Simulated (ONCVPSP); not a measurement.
## Configuration tests for Mo (Z = 42) (ONCV)

```json
{"Element": "Mo", "Generator": "ONCVPSP 4.0.1", "Type": "optimised norm-conserving Vanderbilt (ONCV)", "Functional": "LDA (Perdew-Wang 92)", "Relativity": "scalar-relativistic", "Frozen core": "[Ar] 3d10", "Valence charge": "14", "Reference configuration": "4s2 4p6 4d5 5s0.5 (charge +0.5)", "Partial waves": "4s+5s: rc 1.95 bohr, ncon 5, nbas 9, qcut 4.9 1/bohr, 2 projectors; 4p: rc 1.45 bohr, ncon 4, nbas 7, qcut 8 1/bohr, 2 projectors, debl 0.7 Ha; 4d: rc 1.45 bohr, ncon 4, nbas 8, qcut 12.2 1/bohr, local", "Local potential": "the d channel", "Core correction": "polynomial model core, fcfact 0.45"}
```

In the p channel the program set the typed energies aside and used -1.539, 0.250 Ha.

Energies are relative to the spin-unpolarised reference configuration 4s2 4p6 4d5 5s0.5; without spin polarisation the order of configurations can differ from experiment.

```csv
valence configuration,charge,ΔE all-electron (eV),error AE − PS (meV)
4s2 4p6 4d5 5s1,0,-2.860,+0.3
4s2 4p6 4d5 5s0,+1,4.318,-1.2
```

Question: What are ΔE and the potential's error for 4s2 4p6 4d4 5s0?

Answer: ΔE = 20.019 eV all-electron; the error (AE − PS) is +0.2 meV.

Question: What are ΔE and the potential's error for 4s2 4p6 4d5.5 5s0.5?

Answer: ΔE = -2.552 eV all-electron; the error (AE − PS) is -0.4 meV.

Levels in the configuration 4s2 4p6 4d5 5s0:

| level | all-electron (eV) | pseudo (eV) |
| --- | --- | --- |
| 4s | -71.267 | -71.288 |
| 4p | -45.461 | -45.467 |
| 4d | -10.659 | -10.658 |
